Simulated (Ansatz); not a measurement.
Consider the substitution at a C–C bond: `C=Cc1ccco1` + HBr → `Brc1ccco1` + ethylene.

Gas-phase electronic energies from Ansatz, PBE0-D4/def2-TZVP geometries. CBS: MP2 limit from def2 TZ/QZ plus the TZ coupled-cluster correction, frozen cores. This one scheme is used for every species. DFT in def2-TZVPP. For Br outer-core shells are correlated without core-valence functions, which leaves a few kJ/mol of doubt a bond. Scalar relativity is left out up to krypton. One conformer a species, not always the lowest.

```csv
level,ΔE (kcal/mol)
revPBE,15.3
PBE0,16.8
CCSD/def2-SVP,19.2
HF/def2-QZVPP,16.6
```

What does CCSD(T)/CBS give? (An estimate is asked.)

The calculation gave: +15.6 kcal/mol. The listed levels differ from it by -0.3, 1.2, 3.6, 1.0 kcal/mol.

Largest T1 diagnostic among the species: 0.013.

From BLYP to BHLYP (50 % exact exchange), in def2-TZVPP and without D4, ΔE moves by +1.3 kcal/mol. In def2-TZVPP, CCSD(T) changes the Hartree–Fock value by −1.1 kcal/mol (the triples alone add +0.0 kcal/mol) and MP2 by −1.3 kcal/mol. Leaving LDA and LC-ωPBE aside and taking each functional with its dispersion term where it has one, the values, not all of them listed here, spread over 2.8 kcal/mol, from ωB97X-V to B97M-V. LDA lies +2.9 kcal/mol from PBE without D4.
